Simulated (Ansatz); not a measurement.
`O[Si](O)(Cl)Cl` → `Cl[Si]Cl` + `OO` at 400 K and 1 bar (silylene formation by 1,1-elimination).

Isolated molecules relaxed with PBE0-D4/def2-TZVP in Ansatz; ΔE leaves out vibrations. CCSD(T)/CBS is the MP2 limit (def2-TZVPP, def2-QZVPP) plus CCSD(T) − MP2 in def2-TZVPP, frozen cores. This one scheme is used for every species. One conformer a species, not always the lowest.

| species | CCSD(T)/CBS energy (Eh) | H − E (kJ/mol) | S (J/(mol·K)) |
| --- | --- | --- | --- |
| `O[Si](O)(Cl)Cl` | -1360.40718 | 117.0 | 381.5 |
| `Cl[Si]Cl` | -1208.69388 | 25.2 | 297.3 |
| `OO` | -151.44260 | 86.1 | 239.6 |

H − E and S are ideal-gas, rigid-rotor, harmonic terms from PBE0-D4/def2-TZVP, for one conformer and one mirror image of each species. 1 Eh = 2625.50 kJ/mol, R = 8.31446 J/(mol·K).

Problem. By hand: ΔE, ΔH, ΔS and ΔG.

Solution. ΔE = (-1208.69388) + (-151.44260) − (-1360.40718) = 0.27070 Eh = 710.7 kJ/mol. Δ(H − E) = 25.2 + 86.1 − 117.0 = -5.7, so ΔH = 705.0 kJ/mol. ΔS = 297.3 + 239.6 − 381.5 = 155.4 J/(mol·K). ΔG = 705.0 − 400 × (155.4)/1000 = 642.8 kJ/mol.

Problem. By hand: the equilibrium constant, and the temperature at which ΔG would vanish if ΔH and ΔS stayed fixed.

Solution. log₁₀ K = −ΔG/(RT ln 10) = -83.9. ΔG = 0 at ΔH/ΔS = 4537 K, far beyond where these terms or the molecules hold.

The number of gas molecules changes by +1, which sets the sign of ΔS. A doubt of 5 kJ/mol in ΔE shifts log₁₀ K by 0.7 here. Other conformers and mirror images would add mixing entropy, several J/(mol·K) or more a flexible species. These are equilibria of isolated gas molecules and say nothing of rates. Largest T1 diagnostic: 0.013 (customary marks: 0.02 for closed shells, 0.045 for open ones).
